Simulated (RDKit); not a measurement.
Conformational energy of SMILES O([SiH3])[SiH2]CC(O)=O (C2H8O3Si2). Scanned: dihedral O1–C2–O3–H8 and dihedral O1–C2–C4–Si5; all other coordinates were relaxed at GFN2-xTB. Points at φ and −φ are mirror images. Heavy atoms are numbered in the order of the SMILES O=C(O)C[SiH2]O[SiH3], hydrogens after them in the order of the atoms that carry them; the mirror image has the same energies with the sign of each dihedral reversed.

Calculation: RDKit with MMFF94 // GFN2-xTB.

Energy in kJ/mol above the lowest grid point; x is the dihedral O1–C2–O3–H8 (°), y the dihedral O1–C2–C4–Si5 (°).

```
y \ x  -150  -120    -90   -60   -30     0    30    60     90   120   150   180
-----  ----  ----  -----  ----  ----  ----  ----  ----  -----  ----  ----  ----
180    57.8  81.7  108.4  78.1  40.8  24.0  40.8  78.1  108.4  81.7  57.8  44.9
150    49.4  86.4   99.3  82.8  43.6  26.9  41.4  74.2   93.7  87.2  52.7  38.0
120    41.3  64.0   95.0  78.0  45.4  27.0  40.4  72.2   94.8  85.9  65.5  38.3
90     57.6  68.5   99.2  75.5  38.3  23.8  37.1  67.5   90.2  85.5  67.4  54.5
60     61.1  83.4   91.8  74.5  43.7  29.3  42.2  72.8   96.0  90.8  71.5  62.6
30     55.0  76.6   76.4  52.4  22.2   9.0  23.1  52.7   73.9  66.6  46.1  37.9
0      45.8  66.8   72.3  43.6  13.8   0.0  13.8  43.6   72.3  66.8  45.8  28.5
-30    46.1  66.6   73.9  52.7  23.1   9.0  22.2  52.4   76.4  76.6  55.0  37.9
-60    71.5  90.8   96.0  72.8  42.2  29.3  43.7  74.5   91.8  83.4  61.1  62.6
-90    67.4  85.5   90.2  67.5  37.1  23.8  38.3  75.5   99.2  68.5  57.6  54.5
-120   65.5  85.9   94.8  72.2  40.4  27.0  45.4  78.0   95.0  64.0  41.3  38.3
-150   52.7  87.2   93.7  74.2  41.4  26.9  43.6  82.8   99.3  86.4  49.4  38.0
```

The six lowest points that lie below all their neighbours on the grid: x = 0, y = 0 (0.0 kJ/mol); x = 0, y = -90 (23.8 kJ/mol); x = 0, y = 90 (23.8 kJ/mol); x = 0, y = 180 (24.0 kJ/mol); x = 180, y = 0 (28.5 kJ/mol); x = 180, y = -150 (38.0 kJ/mol). The lowest path on the grid from the first to the second passes x = 0, y = -60 at 29.3 kJ/mol.

MMFF94 has few fitted parameters for silicon.
